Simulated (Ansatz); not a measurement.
Wavefunction ladder for `C[N]([ZnH])C=O`

Cartesian coordinates in Å:
```
C -0.286 0.861 0.892
N 0.079 -0.115 -0.124
Zn 1.819 -0.439 -0.659
C -0.955 -0.795 -0.674
O -2.124 -0.654 -0.390
H -0.958 1.620 0.483
H 0.608 1.357 1.274
H -0.805 0.383 1.727
H 3.255 -0.690 -1.085
H -0.633 -1.529 -1.443
```

The species carries charge 0 and has multiplicity 1. For Zn the d shell is correlated and the shells below it are frozen. Scalar relativity is left out up to krypton. All single points use the PBE0-D4/def2-TZVP geometry. It is one conformer, not always the lowest. Frozen core, restricted reference, Ansatz.

| basis | HF (Eh) | MP2 corr. |
| --- | --- | --- |
| def2-SVP | -1985.35660 | -0.92922 |
| def2-TZVPP | -1985.84218 | -1.28511 |
| def2-QZVPP | -1985.89360 | -1.37491 |

(1) Estimate the CCSD correlation energy and the (T) correction in each basis where they were run (hartree).

## Answers

(1) 
```json
{"basis": "def2-SVP", "CCSD corr.": "-0.93849", "(T)": "-0.02985"}
{"basis": "def2-TZVPP", "CCSD corr.": "-1.25741", "(T)": "-0.04951"}
```
